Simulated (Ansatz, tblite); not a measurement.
Cost and result up the ladder for Si3W3⁻ (the lowest doublet isomer of a short search) (6 atoms). Total charge -1; doublet. Geometry: PBE-D4/def2-SVPD.

```xyz
6

W    -0.654    1.031    0.819
W    -0.182   -1.098   -1.636
W     0.234   -1.156    0.659
Si    1.643    0.851    1.589
Si   -2.200   -0.455   -0.526
Si    1.159    0.828   -0.905
```

Ansatz on 4 threads of Arm Neoverse V2 on a shared host; xTB runs through tblite on one thread. Times are rough, summed over both states, and most runs start from the orbitals of an earlier one. No level here is sound enough to serve as a yardstick. The other state is a quartet at its own geometry.

In the def2 sets W takes a core potential; there is no spin–orbit coupling. The xTB rows come from tblite. The structure comes from a short search, and lower isomers may exist.

Run but left out: HF/def2-TZVPD, MP2/def2-TZVPD (doublet: ⟨S²⟩ 5.26, where a pure state has 0.75).

xTB has no spin-polarisation term.

```
                          level  functions  quartet − doublet (eV)                                                                           remarks
             PBE0-D4/def2-TZVPD        258                    0.18  spin-contaminated (⟨S²⟩ 0.89) (doublet), spin-contaminated (⟨S²⟩ 3.88) (quartet)
                       GFN2-xTB         54                    1.61                                                                                 –
             ωB97X-V/def2-TZVPD        258                    0.26  spin-contaminated (⟨S²⟩ 0.88) (doublet), spin-contaminated (⟨S²⟩ 3.90) (quartet)
PBE-D4/def2-TZVPD (with forces)        258                    0.28                              HOMO above zero (doublet), HOMO above zero (quartet)
           r2SCAN-D4/def2-TZVPD        258                    0.18  spin-contaminated (⟨S²⟩ 0.87) (doublet), spin-contaminated (⟨S²⟩ 3.88) (quartet)
          r2SCANh-D4/def2-TZVPD        258                    0.14  spin-contaminated (⟨S²⟩ 0.94) (doublet), spin-contaminated (⟨S²⟩ 3.94) (quartet)
```

Q: Estimate how long each takes.

A: GFN2-xTB 0.038 s; PBE-D4/def2-TZVPD (with forces) 31 s; PBE0-D4/def2-TZVPD 2.2 min; r2SCAN-D4/def2-TZVPD 2.8 min; ωB97X-V/def2-TZVPD 4 min; r2SCANh-D4/def2-TZVPD 4.5 min. On shared hardware such times vary by a factor of up to 3.
